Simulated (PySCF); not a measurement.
Manganese: a sound run and one with changed settings

Sound run: Mn [Ar] 3d5 4s2, Mn⁺ [Ar] 3d5 4s1. Calculation: PySCF 2.14, in cc-pVTZ-DK (7s6p4d2f1g, 68 functions); scalar relativity by spin-free X2C-1e. The sound run starts from symmetry-adapted Hartree-Fock orbitals and uses a fine grid where one is needed.

Changed run: initial guess 1e, at most 5 SCF cycles. This setting is unsound on purpose.

| species | method | sound run (hartree) | changed run (hartree) | converged |
| --- | --- | --- | --- | --- |
| Mn | UHF | -1157.38328 | -1157.25212 | no |
| Mn | M06-L | -1158.49036 | -1158.38980 | no |
| Mn | MN15 | -1159.17402 | -1159.11479 | no |
| Mn⁺ | UHF | -1157.16198 | -1157.16101 | no |
| Mn⁺ | M06-L | -1158.21094 | -1158.20794 | no |
| Mn⁺ | MN15 | -1158.89976 | -1158.89761 | no |

The SCF was stopped early; the energies are upper bounds that still move, and correlated levels were skipped or rest on poor orbitals.
